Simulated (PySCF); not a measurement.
# How methods differ on the excitation energy of Pb²⁺

Pb²⁺ [Xe] 4f14 5d10 6s2 (1S) → Pb²⁺ [Xe] 4f14 5d9 6s2 7s1 (3D), as a difference of total energies. All numbers are calculated (PySCF 2.14, scalar relativity through the core potential, in aug-cc-pVQZ-PP with ECP60MDF). The calculations carry no spin-orbit coupling.

| method | excitation energy (eV) |
| --- | --- |
| UHF | 30.934 |
| LDA | 31.388 |
| PBE | 31.179 |
| PBE0 | 31.389 |
| r2SCAN | 31.610 |
| B97-3 | 31.596 |
| MN15 | 31.199 |
| M06 | 32.085 |

The promoted electron is Rydberg-like, and one or two diffuse shells describe it only roughly, which tends to raise the upper state.
